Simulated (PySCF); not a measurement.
diantimony (Sb2), SMILES [Sb]#[Sb].

Geometry optimised at B3LYP-D3(BJ)/def2-TZVP. The def2 effective core potentials stand for the cores of Sb; spin–orbit coupling is left out.

All values below come from TDDFT-CAM-B3LYP/def2-TZVPD (PySCF).

Vertical excitations; the highest root listed may be one member of a degenerate set. Isolated molecule, no solvent. State labels are in the subgroup D2h.

Question: Estimate the UV-visible absorptions. (An estimate is asked for; the answer gives what the named calculation found.)

Answer: 
```tsv
state	symmetry	energy (eV)	λ (nm)	f	main pairs
S1	Au	1.80	689	0.000	HOMO−1→LUMO 51 %, HOMO→LUMO+1 51 %
S2	Au	2.27	546	0.000	HOMO→LUMO+1, HOMO−1→LUMO (degenerate set)
S3	B1u	2.27	546	0.000	HOMO→LUMO, HOMO−1→LUMO+1 (degenerate set)
S4	B3g	2.75	451	0.000	HOMO−2→LUMO+1 (degenerate set)
S5	B2g	2.75	451	0.000	HOMO−2→LUMO (degenerate set)
S6	B1u	4.09	303	0.160	HOMO−1→LUMO+1 43 %, HOMO→LUMO 43 %, HOMO−2→LUMO+2 14 %
S7	B3g	5.20	238	0.000	HOMO−1→LUMO+2 (degenerate set)
S8	B2g	5.20	238	0.000	HOMO→LUMO+2 (degenerate set)
S9	B3u	5.85	212	0.207	HOMO→LUMO+3 (degenerate set)
S10	B2u	5.85	212	0.207	HOMO−1→LUMO+3 (degenerate set)
T1	B1u	1.25	993	0	HOMO−1→LUMO+1 49 %, HOMO→LUMO 49 %
T2	Au	1.53	808	0	HOMO→LUMO+1, HOMO−1→LUMO (degenerate set)
T3	B1u	1.53	808	0	HOMO→LUMO, HOMO−1→LUMO+1 (degenerate set)
T4	Au	1.92	646	0	HOMO−1→LUMO 50 %, HOMO→LUMO+1 50 %
```
Triplets are in the Tamm–Dancoff approximation, which puts them higher than full response would, so one can lie above its singlet here.
